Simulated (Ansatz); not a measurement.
`c1sc(-c2sc(-c3sc(-c4scc5c4OCCO5)c4c3OCCO4)c3c2OCCO3)c2c1OCCO2`. The state is a singlet with charge 0. Geometry PBE-D4/def2-SVP.

```xyz
54

C    -5.4149   -3.8261   -2.1006
S    -3.7534   -3.3336   -2.1461
C    -4.0345   -1.9738   -1.0689
C    -2.9617   -1.0913   -0.6887
S    -1.3405   -1.7145   -0.4096
C    -0.6931   -0.1169   -0.0583
C     0.6908    0.1118    0.2341
S     1.3475    1.7162    0.5359
C     2.9731    1.0960    0.7931
C     4.0663    1.9831    1.0984
S     3.8587    3.3656    2.1627
C     5.5146    3.8523    1.9966
C     6.2080    2.9824    1.1763
C     5.3865    1.9244    0.6563
O     5.8578    0.9964   -0.2254
C     7.2835    0.9354   -0.2257
C     7.8890    2.3321   -0.2887
O     7.5330    3.1023    0.8614
C     2.9919   -0.2885    0.6353
C     1.7148   -0.8337    0.3110
O     1.5062   -2.1705    0.1161
C     2.5766   -2.9667    0.6314
C     3.9271   -2.3713    0.2510
O     4.0943   -1.0713    0.8168
C    -1.7179    0.8280   -0.1322
C    -2.9870    0.2893   -0.4965
O    -4.0849    1.0763   -0.6875
C    -3.9303    2.3653   -0.0938
C    -2.5717    2.9674   -0.4320
O    -1.5139    2.1608    0.0931
C    -5.3822   -1.9249   -0.7166
C    -6.1643   -2.9722   -1.3135
O    -7.5081   -3.0977   -1.0968
C    -7.9504   -2.3421    0.0331
C    -7.3380   -0.9475    0.0380
O    -5.9166   -1.0148    0.1477
H    -5.7634   -4.7114   -2.6426
H     5.9002    4.7472    2.4961
H     7.6414    0.4085    0.6895
H     7.5761    0.3418   -1.1141
H     7.5419    2.8479   -1.2145
H     8.9955    2.2812   -0.3060
H     2.4544   -3.9796    0.2006
H     2.4945   -3.0363    1.7409
H     4.0163   -2.3164   -0.8590
H     4.7529   -2.9972    0.6428
H    -4.0443    2.2898    1.0127
H    -4.7474    2.9986   -0.4920
H    -2.4638    3.0581   -1.5376
H    -2.4592    3.9717    0.0209
H    -9.0548   -2.2878   -0.0356
H    -7.6780   -2.8729    0.9753
H    -7.6215   -0.4055   -0.8944
H    -7.6968   -0.3655    0.9097
```

B3LYP takes the VWN-RPA correlation. Single mean-field runs in def2-SVP, def2-mTZVP are fitted with def2-universal-jkfit. The restricted singlet is unstable towards broken spin symmetry in Hartree–Fock (as tested in another run); at HF/6-31G this wasn't settled.

Problem. Estimate the orbital energies around the gap (eV) in Ansatz with HF/6-31G, r2SCAN-D4/def2-SVP, r2SCAN-D4/def2-mTZVP, B3LYP-D4/6-31G, PBE0-D4/def2-SVP.

Solution. 
```
orbital  HF/6-31G  r2SCAN-D4/def2-SVP  r2SCAN-D4/def2-mTZVP  B3LYP-D4/6-31G  PBE0-D4/def2-SVP
HOMO−13    -12.67               -8.03                 -8.06           -8.78             -9.17
HOMO−12    -12.58               -7.84                 -7.86           -8.59             -8.97
HOMO−11    -12.41               -7.56                 -7.60           -8.28             -8.74
HOMO−10    -12.33               -7.45                 -7.49           -8.21             -8.67
 HOMO−9    -12.29               -7.43                 -7.48           -8.19             -8.65
 HOMO−8    -11.96               -7.27                 -7.31           -8.00             -8.46
 HOMO−7    -10.38               -6.43                 -6.45           -7.09             -7.47
 HOMO−6     -9.20               -5.70                 -5.72           -6.29             -6.64
 HOMO−5     -8.92               -5.32                 -5.35           -5.98             -6.23
 HOMO−4     -8.80               -5.20                 -5.23           -5.85             -6.12
 HOMO−3     -8.79               -5.20                 -5.23           -5.85             -6.12
 HOMO−2     -8.67               -5.16                 -5.19           -5.77             -6.08
 HOMO−1     -7.95               -4.96                 -4.98           -5.46             -5.80
   HOMO     -6.45               -4.05                 -4.06           -4.47             -4.75
   LUMO      1.40               -1.94                 -1.98           -1.42             -1.41
 LUMO+1      2.80               -1.08                 -1.14           -0.47             -0.43
 LUMO+2      3.73               -0.56                 -0.65            0.14              0.17
 LUMO+3      4.64               -0.12                 -0.35            0.70              0.72
 LUMO+4      4.95                0.12                 -0.14            0.94              0.98
 LUMO+5      5.25                0.49                  0.32            1.26              1.27
```
